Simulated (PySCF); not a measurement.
B(AsH2)(F)(H) (AsBFH3), SMILES B(F)[AsH2]. Coordinates come from a PBE-D3(BJ)/def2-TZVP optimisation.

PySCF with TDDFT-ωB97X/def2-SVPD puts the lowest singlet excitations at 5.15, 6.57, 6.63, 7.00, 7.72, 8.23 eV.

Problem. What are the lowest excitation roots from PySCF 2.14.0 with ADC(2)/aug-cc-pVDZ? (The exact figures need the calculation; the answer reports its results.)

Solution. 5.12, 6.44, 6.57, 6.77, 7.28, 7.70 eV. S1 differs by -0.03 eV (second minus first; roots are paired by order, and the bases may differ).
